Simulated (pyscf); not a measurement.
Structures and frequencies: ωB97X-D3(BJ)/def2-SVP in PySCF.

SMILES: [F][Zr]([F])([F])[Br]
```xyz
5

F      1.8302    -0.8205    -1.2447
Zr     0.2595    -0.0717    -0.5060
F      0.0660     1.6945    -1.1522
F     -1.2225    -1.0970    -1.0777
Br     0.3977    -0.0630     1.9742
```
Charge 0, spin multiplicity 1.

How much does it cost (ΔH, 298 K, ωB97M-D3(BJ)/def2-TZVP) to split F–Zr(F)(F)–Br at its Br–Zr bond into [F–Zr(F)–F]• + Br•?

Br–Zr to [F–Zr(F)–F]• + Br•: 101.7 kcal/mol. The 7 functionals that were run give +99.4 (M06-2X) to +112.0 kcal/mol (ωB97X-D3(BJ)/def2-TZVP). The radicals are drawn with the spin at the cut bond; how far it spreads was not checked. Left out: the spin-orbit lowering of Br, which is large for Br, Se, Te and I. Open-shell species with a d-block atom are single-reference here; other states, and whether the spin sits on metal or ligand, were not checked. Elements up to Kr have no core potential and no relativistic terms here. Elements past Kr carry the def2 core potentials, without spin-orbit coupling.
